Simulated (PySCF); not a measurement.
Si(Cl)3(OSiH3) (Cl3H3OSi2), SMILES [SiH3]O[Si](Cl)(Cl)Cl.

The structure is a stationary point at PBE0-D3(BJ)/def2-SVP. The values are those of a single conformer.

Two levels are set side by side: PBE/def2-TZVP (PySCF) and r2SCAN/def2-TZVP (PySCF). Same geometry, gas phase. Differences are taken from unrounded values.

```json
[
 {"quantity": "orbital gap (eV)", "r2SCAN": "7.27", "PBE": "6.47", "PBE minus r2SCAN": "-0.81"},
 {"quantity": "highest occupied level (eV)", "r2SCAN": "-8.25", "PBE": "-7.86", "PBE minus r2SCAN": "0.39"},
 {"quantity": "lowest empty level (eV)", "r2SCAN": "-0.98", "PBE": "-1.39", "PBE minus r2SCAN": "-0.41"},
 {"quantity": "dipole moment (D)", "r2SCAN": "1.48", "PBE": "1.44", "PBE minus r2SCAN": "-0.04"},
 {"quantity": "mean polarisability (bohr³)", "r2SCAN": "83.9", "PBE": "86.9", "PBE minus r2SCAN": "3.0"}
]
```

Rough cost on one machine, each run with all the roots and properties that it gave: r2SCAN against PBE about 3 times.
